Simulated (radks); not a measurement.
The mean radii <r> (bohr) of the occupied orbitals of an atom or ion are listed with their occupations. All-electron calculation, scalar-relativistic Kohn-Sham, HCTH/407, spin-polarised, spherical densities, finite nucleus; Fermi nuclear charge, rms radius of each element as measured or else 0.836 A^(1/3) + 0.57 fm. Program: a radial shooting solver on a logarithmic mesh with Libxc functionals.

| orbital | occ. | <r> |
|---|---|---|
| 1s up | 1 | 0.1581 |
| 1s down | 1 | 0.1578 |
| 2s up | 1 | 0.8564 |
| 2s down | 1 | 0.8664 |
| 2p up | 3 | 0.8681 |
| 2p down | 2 | 0.8927 |

Name the element and its charge. Open shells, if any, are filled with parallel spins first.

Answer. Z = 10, neon, charge +1: Ne+ in [He] 2s2 2p5. The 1s radius gives Z: for a bare nucleus <r> = (2 gamma + 1)/(2Z) with gamma = sqrt(1 - (Z/c)^2), 0.1497 bohr for Z = 10, and screening makes it slightly larger (0.1581 here). The occupations add up to 9, and the charge is Z minus that.
